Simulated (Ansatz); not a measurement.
C3H5FSi, SMILES `FCC1=C[SiH2]1`. The species carries charge 0 and has multiplicity 1.

```xyz
10

F     0.5922    0.0169   -2.3079
C    -0.5096    0.0290   -1.4776
C    -0.1200    0.0061   -0.0570
C    -0.7204    0.0226    1.1330
Si    1.0736   -0.0517    1.3031
H    -1.0887    0.9314   -1.7022
H    -1.1214   -0.8470   -1.7199
H    -1.7439    0.0614    1.4858
H     1.8690    1.1408    1.6786
H     1.7691   -1.3095    1.6641
```

Question: List the harmonic frequencies (cm⁻¹, unscaled) at PBE0-D4/def2-TZVP in Ansatz. (An estimate is asked.)

Answer: Computed: 44, 160, 289, 507, 574, 608, 650, 660, 792, 809, 970, 1013, 1018, 1098, 1149, 1262, 1380, 1470, 1663, 2237, 2245, 3041, 3086, 3206.

Question: Is this a minimum?

Answer: Yes, all 24 modes are real.

Question: Give the ideal-gas thermochemistry at 298.15 K and 1 bar (rigid rotor, harmonic oscillator; point group Cs, symmetry number 1).

Answer: Zero-point energy 179.0 kJ/mol; H(298) − E = 197.0 kJ/mol; entropy 326.6 J/(mol·K), of which translation 164.7, rotation 110.5, vibration 51.4; G(298) − E = 99.6 kJ/mol. Modes under 100 cm⁻¹ are hindered rotations or soft bends, so the harmonic entropy is rough.

Question: And at 400, 500, 600, 800 and 1000 K?

Answer: 
```
T (K)  H − E (kJ/mol)  S (J/mol/K)  G − E (kJ/mol)
  400           207.6        356.9            64.8
  500           219.9        384.5            27.7
  600           233.9        409.9           -12.0
  800           265.6        455.3           -98.7
 1000           300.8        494.5          -193.7
```
